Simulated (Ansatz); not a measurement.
`ClC1=CO[SiH2]1` + SiH₄ → `[SiH3]C1=CO[SiH2]1` + HCl  (formal exchange of groups at a C–Cl bond)

Isolated molecules relaxed with PBE0-D4/def2-TZVP in Ansatz; ΔE leaves out vibrations. CBS: MP2 limit from def2 TZ/QZ plus the TZ coupled-cluster correction, frozen cores. This one scheme is used for every species. DFT in def2-TZVPP.

`ClC1=CO[SiH2]1`:

Z-matrix (Å, degrees):
```
Si
O 1 1.709
C 1 2.172 2 39.6
C 1 1.842 2 77.5 3 0.0
H 1 1.481 2 112.4 3 117.1
H 1 1.481 2 112.4 3 -117.1
H 3 1.086 1 169.6 2 0.0
Cl 4 1.697 1 145.9 2 180.0
```

SiH₄:

Cartesian coordinates in Å:
```
Si 0.000 0.000 0.000
H 0.167 -1.022 -1.064
H -0.605 1.225 -0.581
H 1.326 0.331 0.581
H -0.888 -0.533 1.064
```

`[SiH3]C1=CO[SiH2]1`:

```xyz
11

Si   -0.026    1.757    0.621
C     0.048    0.034    0.005
C     1.116   -0.690   -0.397
O     0.777   -1.957   -0.795
Si   -0.840   -1.519   -0.418
H     1.345    2.337    0.635
H    -0.894    2.599   -0.246
H    -0.583    1.811    1.999
H     2.174   -0.436   -0.454
H    -1.716   -1.568   -1.612
H    -1.402   -2.367    0.661
```

HCl:

Z-matrix (Å, degrees):
```
Cl
H 1 1.279
```

| species | B2PLYP energy (Eh) |
| --- | --- |
| `ClC1=CO[SiH2]1` | -902.62783 |
| SiH₄ | -291.75980 |
| `[SiH3]C1=CO[SiH2]1` | -733.73399 |
| HCl | -460.68739 |

Work out ΔE.

ΔE = (-733.73399) + (-460.68739) − (-902.62783) − (-291.75980) = -0.03375 Eh = -88.6 kJ/mol. CCSD(T)/CBS gives -94.8 kJ/mol.

Largest T1 diagnostic among the species: 0.014.

The D4 term adds −3.7 kJ/mol with B3LYP and −2.2 kJ/mol with PBE0; it sums over pairs of atoms, weighted by their polarisabilities, and B3LYP, whose exchange is more repulsive, gets the larger term. From PBE to PBE0 (25 % exact exchange), in def2-TZVPP and without D4, ΔE moves by −5.9 kJ/mol.

B3LYP here is the variant with VWN-RPA as its local correlation; programs differ in this.
